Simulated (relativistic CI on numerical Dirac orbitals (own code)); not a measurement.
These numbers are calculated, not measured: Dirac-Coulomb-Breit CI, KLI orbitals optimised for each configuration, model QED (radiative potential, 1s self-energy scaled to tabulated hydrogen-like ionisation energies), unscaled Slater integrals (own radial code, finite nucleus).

The strongest absorption lines from the ground level of an ion, among the configurations computed and to levels below about 200 eV (vacuum wavelength in Å, gf): 78.052 (0.19), 78.492 (1.1), 79.992 (0.49), 87.598 (0.46), 88.319 (0.46), 88.905 (0.45), 93.209 (0.76), 100.70 (0.4).

Problem. Which ion is it?
A. Se¹³⁺
B. Zr¹⁹⁺
C. Sr¹⁵⁺
D. Sr¹⁷⁺

Solution. D. Sr¹⁷⁺ has 21 electrons and the ground level 3s²3p⁶3d³ ⁴F3/2; the strongest line goes to 3s²3p⁵3d⁴ ⁴D°1/2. The pattern of lines fixes the number of electrons, and along that sequence the line energies rise steadily with the charge (about as its square where n changes within one kind of shell, about linearly where n is kept but much faster in heavy ions where fine structure, which grows about as Z⁴, sets the gap, and irregularly where shells cross), which fixes Z. Configurations outside the model, such as inner-shell arrays, can give stronger lines. At this charge energies of transitions that change n are usually good to better than 1 %, and those within a shell (Δn = 0) to a few per cent. Terms inside the open d or f shell come out 10 to 20 % too wide with unscaled integrals.

LS names give the leading component of a level, which can be under half, so a name can repeat, a term be missing and a line seem to break the LS rules.
